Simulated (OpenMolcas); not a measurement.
Computed levels of 3s² 3p³ in ions with 15 electrons, in cm-1 above ⁴S°_3/2.

```
Program             : OpenMolcas 26.06
Method              : RASSCF
Basis               : ANO-R3
Scalar Hamiltonian  : X2C, finite nucleus
Spin-orbit coupling : RASSI with atomic mean-field integrals over the reference wave functions, term energies averaged over their components
```

Active space for each ion: 3 electrons in 9 orbitals (RAS2 3p; RAS3 3d 4s, at most 1 electron).

| Level | P | Cl2+ | Ar3+ |
| --- | --- | --- | --- |
| ²D°_3/2 | 15356 | 22731 | 25996 |
| ²D°_5/2 | 15362 | 22774 | 26087 |
| ²P°_1/2 | 25405 | 37810 | 43339 |
| ²P°_3/2 | 25413 | 37867 | 43460 |

Task: Estimate ²D°_3/2, ²D°_5/2 for S+ from its neighbours P and Cl2+.

Result: ²D°_3/2 is another term, which grows about linearly with the charge: (15356 + 22731) / 2 = 19044. The calculation gives 19239, so the estimate is off by -1.0 %; the measured value is 14853 (NIST Handbook of Basic Atomic Spectroscopic Data).
²D°_5/2 is another term, which grows about linearly with the charge: (15362 + 22774) / 2 = 19068. The calculation gives 19257, so the estimate is off by -1.0 %; the measured value is 14885 (NIST Handbook of Basic Atomic Spectroscopic Data).

With the s shell closed, the reference lacks s² → p² mixing. Without dynamic correlation excited terms often stand tens of per cent too high (terms of higher spin than the ground term too low), and those without a measured partner can miss by more than the paired ones (holds for P; S+). Measured partners are found by configuration, term and J. A level has none where our copy of the source lacks it or the pairing is in doubt (some pairs that miss far off the trend of their configuration count as doubtful), and it then counts in no deviation. Only configurations of the active space appear.

° marks odd parity.
